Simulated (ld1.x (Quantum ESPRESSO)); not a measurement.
# Transferability test, TM semilocal potential for S

S (Z = 16), norm-conserving Troullier–Martins (semilocal form), made with ld1.x (Quantum ESPRESSO) 7.5 (LDA (PZ), scalar-relativistic). Core [Ne], reference 3s2 3p1 (charge +3). Waves: 3s (bound): rc 1.00 bohr; 3p (bound): rc 1.00 bohr. Local part: the p channel. Core correction: none.

Energies are relative to the spin-unpolarised reference configuration 3s2 3p1; without spin polarisation the order of configurations can differ from experiment. Spin-polarised rows fill each open shell by Hund’s rule, majority spin first.

Task: Give the all-electron excitation energy and the error of the potential for: 3s2 3p4; 3s2 3p3; 3s2 3p2; 3s1 3p4; 3s2 3p3.5; 3s0 3p6; 3s2 3p4.3; 3s2 3p1 (spin-polarised); 3s2 3p4 (spin-polarised).

Result:

```json
{"valence configuration": "3s2 3p4", "charge": "0", "ΔE all-electron (eV)": "-68.394", "error AE − PS (meV)": "+192"}
{"valence configuration": "3s2 3p3", "charge": "+1", "ΔE all-electron (eV)": "-56.531", "error AE − PS (meV)": "+121"}
{"valence configuration": "3s2 3p2", "charge": "+2", "ΔE all-electron (eV)": "-34.158", "error AE − PS (meV)": "+42"}
{"valence configuration": "3s1 3p4", "charge": "+1", "ΔE all-electron (eV)": "-45.733", "error AE − PS (meV)": "+105"}
{"valence configuration": "3s2 3p3.5", "charge": "+0.5", "ΔE all-electron (eV)": "-63.685", "error AE − PS (meV)": "+160"}
{"valence configuration": "3s0 3p6", "charge": "0", "ΔE all-electron (eV)": "-47.787", "error AE − PS (meV)": "+157"}
{"valence configuration": "3s2 3p4.3", "charge": "-0.3", "ΔE all-electron (eV)": "-70.135", "error AE − PS (meV)": "+206"}
{"valence configuration": "3s2 3p1 (spin-polarised)", "charge": "+3", "ΔE all-electron (eV)": "-0.323", "error AE − PS (meV)": "+46"}
{"valence configuration": "3s2 3p4 (spin-polarised)", "charge": "0", "ΔE all-electron (eV)": "-69.100", "error AE − PS (meV)": "+256"}
```

Levels in the configuration 3s2 3p4.3:

| level | all-electron (eV) | pseudo (eV) |
| --- | --- | --- |
| 3s | -14.533 | -14.604 |
| 3p | -4.526 | -4.569 |
